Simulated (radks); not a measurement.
Species: the potassium ion K2+. Configuration: [He] 2s2 2p5 3s2 3p5 4s1 (not the ground configuration).

Calculated with a radial shooting solver on a logarithmic mesh with Libxc functionals: non-relativistic Kohn-Sham, BLYP, spin-polarised, spherical densities, point nucleus; open shells are filled with parallel spins first.

Energy parts (eV):
part                      energy
total                 -15983.549
kinetic                15968.842
electron-nucleus      -37224.929
Hartree                 6124.716
exchange-correlation    -852.178

Orbitals (lengths in bohr, moments of r in powers of bohr; r(max) is where P^2 peaks; r(90%) holds 90 % of the orbital's charge):
| orbital | occ. | eigenvalue (eV) | <r^2> | r(max) | <r^4> | r(90%) |
|---|---|---|---|---|---|---|
| 1s up | 1 | -3588.029 | 0.008925 | 0.05352 | 0.0002043 | 0.145 |
| 1s down | 1 | -3585.087 | 0.008912 | 0.05350 | 0.0002037 | 0.145 |
| 2s up | 1 | -411.9768 | 0.1728 | 0.3163 | 0.05259 | 0.594 |
| 2s down | 1 | -407.1204 | 0.1739 | 0.3169 | 0.05328 | 0.596 |
| 2p up | 3 | -345.1974 | 0.1434 | 0.2583 | 0.04237 | 0.561 |
| 2p down | 2 | -339.5274 | 0.1448 | 0.2592 | 0.04328 | 0.564 |
| 3s up | 1 | -67.6091 | 1.551 | 1.015 | 3.825 | 1.73 |
| 3s down | 1 | -65.6745 | 1.575 | 1.021 | 3.953 | 1.74 |
| 3p up | 3 | -50.1275 | 1.780 | 1.046 | 5.362 | 1.88 |
| 3p down | 2 | -48.2662 | 1.820 | 1.055 | 5.614 | 1.91 |
| 4s up | 1 | -17.4139 | 10.74 | 2.815 | 168.4 | 4.45 |

The highest occupied level is 4s up at -17.414 eV. Summed over all electrons, <r^2> = 23.93 bohr^2, which gives a Langevin (diamagnetic) susceptibility term of -19 x 10^-6 cm^3/mol. The spin density at the nucleus is 3.713 e/bohr^3 (1s -2.109, 2s 1.611, 3s 0.397, 4s 3.814), a Fermi contact field of 195 T.
